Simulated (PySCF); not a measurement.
## Electron correlation in P+ (phosphorus, charge +1)

[Ne] 3s1 3p2 4s1, high-spin 5P determinant (an excited configuration). Calculation: PySCF 2.14, in x2c-TZVPPall with one added diffuse shell each of s, p, d type (6s6p4d1f, 51 functions); scalar relativity by spin-free X2C-1e. Frozen: [Ne]; 4 electrons correlated.

| level | correlation energy (mhartree) |
| --- | --- |
| CCSD | -25.21 |
| (T) | -0.63 |
| CCSD(T) | -25.84 |

Diagnostics: T1 = 0.13, D1 = 0.3778, largest double amplitude 0.117.

Q: Is a single reference adequate?

A: Not fully. The outer electron is Rydberg-like, and this basis confines it to a smaller radius and binds it less than a complete one would. T1 exceeds 0.03, a sign that the reference determinant is poor.
